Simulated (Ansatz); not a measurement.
**Abstraction of H: C2H2Cl2Si + GeH2Br → C2HCl2Si + GeH3Br**

Species: C2H2Cl2Si `C#C[SiH](Cl)Cl`, singlet; GeH2Br `[GeH2][Br]`, doublet; C2HCl2Si `C#C[Si](Cl)Cl`, doublet; GeH3Br `[GeH3][Br]`, singlet. A radical takes H: the energy is the difference in strength between the Si–H bond broken and the Ge–H bond made.

Shapes, held fixed at every level: PBE0-D4/def2-TZVP. Programs: Ansatz 0.2.0. The zero-point and thermal change to 298 K, harmonic and unscaled (PBE0-D4/def2-TZVP), is +0.4 kJ/mol.

| level | kind | ΔH(298 K) (kJ/mol) | less CCSD(T)/def2-TZVPP |
| --- | --- | --- | --- |
| HF/def2-SVP | Hartree–Fock | +38.0 | +2.7 |
| SPW92/def2-TZVPP | LDA | +25.9 | -9.4 |
| r2SCAN-D4/def2-TZVPP | meta-GGA | +28.6 | -6.7 |
| BHLYP-D4/def2-TZVPP | global hybrid | +38.5 | +3.2 |
| r2SCAN0-D4/def2-TZVPP | global hybrid | +31.1 | -4.2 |
| wB97X-V/def2-TZVPP | range-separated hybrid | +36.5 | +1.2 |
| CCSD/def2-SVP | coupled cluster or CI | +37.4 | +2.1 |
| CCSD(T)/def2-TZVPP | coupled cluster or CI | +35.3 | 0.0 |

The highest level, CCSD(T)/def2-TZVPP, gives ΔH(298 K) = +35.3 kJ/mol; the levels span +25.9 to +38.5. The column of differences is taken from that level and isn't an error. No measured value is set beside it here. Open shells run unrestricted. Relativity is left out for Br, Ge. Outer-core shells of Br, Ge are correlated in most correlated rows, in sets that cover them unevenly.
